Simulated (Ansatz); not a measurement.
C2H5BF2O, SMILES `B[C@@H](F)[C@H](O)F`, relaxed with RKS PBE-D4/def2-SVP in the Gaussian-basis code of Ansatz from a rough embedded geometry. The force threshold is 0.03 eV/Å; the program also tests the step.

The species carries charge 0 and has multiplicity 1.

Start:

```xyz
11

B    -1.538   -0.437   -0.249
C    -0.358    0.559   -0.480
F    -0.776    1.849   -0.160
C     0.947    0.235    0.310
O     1.326   -1.079   -0.028
F     0.610    0.250    1.705
H    -2.005   -0.504    0.884
H    -2.010   -1.033   -1.080
H    -0.077    0.499   -1.534
H     1.704    0.921    0.122
H     2.177   -1.259    0.512
```

```tsv
step	energy (eV)	largest force (eV/Å)	largest move (Å)
1	-10291.8737	4.443	0.000
2	-10292.2580	1.209	0.141
3	-10292.3131	0.211	0.129
4 (rejected)	-10292.3047	0.685	0.182
5	-10292.3281	0.155	0.091
6	-10292.3449	0.157	0.098
7	-10292.3697	0.308	0.150
8	-10292.3894	0.616	0.197
9	-10292.4430	0.192	0.200
10	-10292.4575	0.450	0.200
11	-10292.4758	0.166	0.074
12	-10292.4778	0.056	0.016
13 (rejected)	-10292.4778	0.206	0.025
14	-10292.4784	0.056	0.012
15	-10292.4791	0.031	0.025
16	-10292.4794	0.056	0.018
17	-10292.4796	0.019	0.013
```

End:

```xyz
11

B    -1.561   -0.357   -0.084
C    -0.364    0.596   -0.437
F    -0.594    1.939   -0.126
C     0.896    0.140    0.301
O     1.423   -0.960   -0.336
F     0.528   -0.194    1.623
H    -2.597    0.090    0.359
H    -1.435   -1.542   -0.303
H    -0.145    0.517   -1.532
H     1.611    0.992    0.402
H     2.238   -1.221    0.132
```

Run time 35 s (4 threads of an Arm Neoverse N1 on a shared host); peak host memory 0.15 GiB.
